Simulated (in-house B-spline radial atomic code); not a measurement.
Al2+ is squeezed into an impenetrable sphere of radius R (the orbitals vanish at R). Computed with a B-spline radial code for spherical atoms: non-relativistic r2SCAN, spin-polarised, spherical fractional occupations, point nucleus.

Energies in eV above the free ion in [Ne] 3s1:

```csv
R (bohr),highest level (eV),[Ne] 3s1,[Ne] 3p1,[He] 2s2 2p5 3s1 3d1
8.47,-24.7,-2.51e-05,6.849,90.47
6.84,-24.6,0.004096,6.876,90.56
5.44,-24.5,0.08235,7.138,91.07
4.42,-23.8,0.593,8.215,92.72
3.35,-19.9,4.013,13.29,100.2
3.16,-18.1,5.593,15.34,103.2
2.76,-12,11.33,22.27,113.7
2.2,9.42,32.44,45,148
1.99,26.1,50.13,62.71,174.3
1.32,193,272.7,268.7,459.5
```

Task: Does [Ne] 3p1 fall below [Ne] 3s1 under compression?

Result: Yes, between R = 1.99 and 1.32 bohr the order changes (near 1.48 bohr by linear interpolation).

Task: Does [He] 2s2 2p5 3s1 3d1 fall below [Ne] 3s1 under compression?

Result: No, it stays above over the whole range.

The highest level is first positive in the row R = 2.2 bohr, pushed up by confinement above the zero of the free ion's potential. Each configuration is held fixed and needn't be the lowest in the sphere.
